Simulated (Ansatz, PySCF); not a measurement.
Potential energy curve for SMILES F[SiH](F)F (HF₃Si). The Si2–H5 bond (Si2 also carries F, F, F; H5 carries nothing else) is stretched with both fragments frozen at the PBE0/def2-TZVP optimised geometry.

Computed with: UHF/cc-pVDZ (PySCF); RHF/cc-pVDZ (PySCF); UKS-PBE0 = unrestricted PBE0/cc-pVDZ run with PySCF; RKS-PBE0 = restricted PBE0/cc-pVDZ (PySCF); UKS-CAM-B3LYP = unrestricted CAM-B3LYP/cc-pVDZ (PySCF); RKS-CAM-B3LYP = restricted CAM-B3LYP/cc-pVDZ run with PySCF; UKS-r2SCAN = unrestricted r2SCAN/cc-pVDZ run with PySCF; RKS-r2SCAN = restricted r2SCAN/cc-pVDZ run with PySCF 2.14.0; UKS-PBE = unrestricted PBE/cc-pVDZ (Ansatz, a program for electronic structure); RKS-PBE = restricted PBE/cc-pVDZ in Ansatz; UKS-B3LYP/6-31G* = unrestricted B3LYP/6-31G*, spherical d run with PySCF; RKS-B3LYP/6-31G* = restricted B3LYP/6-31G*, spherical d (PySCF); UKS-BP86/6-31G* = unrestricted BP86/6-31G*, spherical d in PySCF; RKS-BP86/6-31G* = restricted BP86/6-31G*, spherical d (PySCF); UKS-M06-2X/6-31G* = PySCF with unrestricted M06-2X/6-31G*, spherical d; RKS-M06-2X/6-31G* = restricted M06-2X/6-31G*, spherical d (PySCF).

Scanned distances (Å): 1.16, 1.26, 1.33, 1.39, 1.41, 1.46, 1.49, 1.55, 1.61, 1.68, 1.83, 1.98, 2.21, 2.42, 2.60, 2.90, 3.25, 3.56, 3.91, 4.42, 5.07.

Q: Where does the unrestricted solution first break spin symmetry (<S²> of 0.01 or more)?

A: UHF: between 1.98 and 2.21 Å; UKS-PBE0: between 2.42 and 2.60 Å; UKS-CAM-B3LYP: between 2.21 and 2.42 Å; UKS-r2SCAN: between 2.42 and 2.60 Å; UKS-PBE: between 2.60 and 2.90 Å; UKS-B3LYP/6-31G*: between 2.42 and 2.60 Å; UKS-BP86/6-31G*: between 2.60 and 2.90 Å; UKS-M06-2X/6-31G*: between 2.42 and 2.60 Å.

```
R / Å  <S²> UHF  E(RHF) − E(UHF) / eV  <S²> UKS-PBE0  E(RKS-PBE0) − E(UKS-PBE0) / eV  <S²> UKS-CAM-B3LYP  E(RKS-CAM-B3LYP) − E(UKS-CAM-B3LYP) / eV  <S²> UKS-r2SCAN  E(RKS-r2SCAN) − E(UKS-r2SCAN) / eV  <S²> UKS-PBE  E(RKS-PBE) − E(UKS-PBE) / eV  <S²> UKS-B3LYP/6-31G*  E(RKS-B3LYP/6-31G*) − E(UKS-B3LYP/6-31G*) / eV  <S²> UKS-BP86/6-31G*  E(RKS-BP86/6-31G*) − E(UKS-BP86/6-31G*) / eV  <S²> UKS-M06-2X/6-31G*  E(RKS-M06-2X/6-31G*) − E(UKS-M06-2X/6-31G*) / eV
-----  --------  --------------------  -------------  ------------------------------  ------------------  ----------------------------------------  ---------------  ----------------------------------  ------------  ----------------------------  ---------------------  ----------------------------------------------  --------------------  --------------------------------------------  ----------------------  ------------------------------------------------
1.16       0.00                 0.000           0.00                           0.000                0.00                                     0.000             0.00                               0.000          0.00                         0.000                   0.00                                           0.000                  0.00                                         0.000                    0.00                                             0.000
1.26       0.00                 0.000           0.00                           0.000                0.00                                     0.000             0.00                               0.000          0.00                         0.000                   0.00                                           0.000                  0.00                                         0.000                    0.00                                             0.000
1.33       0.00                 0.000           0.00                           0.000                0.00                                     0.000             0.00                               0.000          0.00                         0.000                   0.00                                           0.000                  0.00                                         0.000                    0.00                                             0.000
1.39       0.00                 0.000           0.00                           0.000                0.00                                     0.000             0.00                               0.000          0.00                         0.000                   0.00                                           0.000                  0.00                                         0.000                    0.00                                             0.000
1.41       0.00                 0.000           0.00                           0.000                0.00                                     0.000             0.00                               0.000          0.00                         0.000                   0.00                                           0.000                  0.00                                         0.000                    0.00                                             0.000
1.46       0.00                 0.000           0.00                           0.000                0.00                                     0.000             0.00                               0.000          0.00                         0.000                   0.00                                           0.000                  0.00                                         0.000                    0.00                                             0.000
1.49       0.00                 0.000           0.00                           0.000                0.00                                     0.000             0.00                               0.000          0.00                         0.000                   0.00                                           0.000                  0.00                                         0.000                    0.00                                             0.000
1.55       0.00                 0.000           0.00                           0.000                0.00                                     0.000             0.00                               0.000          0.00                         0.000                   0.00                                           0.000                  0.00                                         0.000                    0.00                                             0.000
1.61       0.00                 0.000           0.00                           0.000                0.00                                     0.000             0.00                               0.000          0.00                         0.000                   0.00                                           0.000                  0.00                                         0.000                    0.00                                             0.000
1.68       0.00                 0.000           0.00                           0.000                0.00                                     0.000             0.00                               0.000          0.00                         0.000                   0.00                                           0.000                  0.00                                         0.000                    0.00                                             0.000
1.83       0.00                 0.000           0.00                           0.000                0.00                                     0.000             0.00                               0.000          0.00                         0.000                   0.00                                           0.000                  0.00                                         0.000                    0.00                                             0.000
1.98       0.00                 0.000           0.00                           0.000                0.00                                     0.000             0.00                               0.000          0.00                         0.000                   0.00                                           0.000                  0.00                                         0.000                    0.00                                             0.000
2.21       0.23                 0.051           0.00                           0.000                0.00                                     0.000             0.00                               0.000          0.00                         0.000                   0.00                                           0.000                  0.00                                         0.000                    0.00                                             0.000
2.42       0.57                 0.421           0.00                           0.000                0.04                                     0.001             0.00                               0.000          0.00                         0.000                   0.00                                           0.000                  0.00                                         0.000                    0.00                                             0.000
2.60       0.74                 0.879           0.32                           0.054                0.35                                     0.099             0.39                               0.083          0.00                         0.000                   0.19                                           0.023                  0.00                                         0.000                    0.40                                             0.093
2.90       0.89                 1.713           0.71                           0.404                0.69                                     0.485             0.68                               0.409          0.51                         0.110                   0.60                                           0.270                  0.40                                         0.064                    0.75                                             0.538
3.25       0.96                 2.623           0.90                           0.923                0.88                                     1.043             0.85                               0.817          0.84                         0.448                   0.84                                           0.694                  0.77                                         0.347                    0.92                                             1.158
3.56       0.98                 3.312           0.96                           1.340                0.95                                     1.507             0.93                               1.138          0.94                         0.755                   0.94                                           1.061                  0.91                                         0.629                    0.97                                             1.657
3.91       1.00                 3.953           0.99                           1.716                0.98                                     1.950             0.98                               1.428          0.98                         1.035                   0.98                                           1.405                  0.97                                         0.899                       —                                                 —
4.42       1.00                 4.652           1.00                           2.094                1.00                                     2.434             1.00                               1.716          1.00                         1.307                   1.00                                           1.751                  0.99                                         1.164                    1.00                                                 —
5.07       1.00                 5.224           1.00                           2.364                1.00                                     2.822             1.00                               1.905          1.00                         1.486                   1.00                                           1.990                  1.00                                         1.331                    1.00                                                 —
```

Dashes: no converged value, or the column stops at the first point that the program doubted or that broke a chosen test of continuity, which isn't proof of a fault.
